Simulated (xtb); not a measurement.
HP$_{2}$ (SMILES P#[PH+]), charge +1, singlet, at a GFN2-xTB geometry, atoms displaced at random by about 0.02 Å a coordinate. Base run: GFN1-xTB (xtb 6.7.1).

Input for xtb:
```
$ xtb mol.xyz --gfn 1 --chrg 1 --opt --json

# file mol.xyz
3

P      0.02050458     0.00260870    -1.03523194
P      0.01050325    -0.00368121     0.87468971
H     -0.02567967     0.03351290     2.26521845
```

Variants of this job, named by their change:

```tsv
change	ΔE vs base (kcal/mol)	optimiser steps
base	0.000	4
opt level = crude	0.019	2
alpb = dmf	-53.86	4
engine = lbfgs	0.000	-
opt level = tight	-0.001	5
alpb = thf	-54.12	4
opt level = loose	0.002	3
opt level = sloppy	0.019	2
opt level = extreme	-0.001	7
opt level = lax	0.000	4
```
